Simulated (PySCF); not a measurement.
In(Br)2(NH2) (Br2H2InN), SMILES [NH2][In]([Br])[Br].

Geometry optimised at PBE0-D3(BJ)/def2-SVP. The structure was generated by enumeration; whether it is a known compound was not checked. The def2 effective core potentials stand for the cores of In; spin–orbit coupling is left out. Other conformers were not sampled.

Two levels are set side by side: TDA-PBE/def2-SVPD (PySCF) and TDA-CAM-B3LYP/def2-SVPD (PySCF). Vertical, same geometry. The lowest singlet is HOMO→LUMO 92 % with PBE and HOMO→LUMO 88 % with the other functional; states are paired by order. Differences are taken from unrounded values.

```
quantity                              TDA-PBE
------------------------------------  -------
lowest singlet excitation (eV)           3.75
lowest triplet excitation (TDA) (eV)     3.20
```

Q: These are the TDA-PBE values. What does TDA-CAM-B3LYP give? (The exact figures need the calculation; the answer reports its results.)

A: 
```json
[
 {"quantity": "lowest singlet excitation (eV)", "TDA-CAM-B3LYP": "4.73", "TDA-PBE minus TDA-CAM-B3LYP": "-0.98"},
 {"quantity": "lowest triplet excitation (TDA) (eV)", "TDA-CAM-B3LYP": "4.03", "TDA-PBE minus TDA-CAM-B3LYP": "-0.83"}
]
```

Functionals without exact exchange tend to place singlet excitations lower, as here. Differences between two approximate levels are no errors against the true value.

Rough cost on one machine, each run with all the roots and properties that it gave: TDA-CAM-B3LYP against TDA-PBE about 4 times.
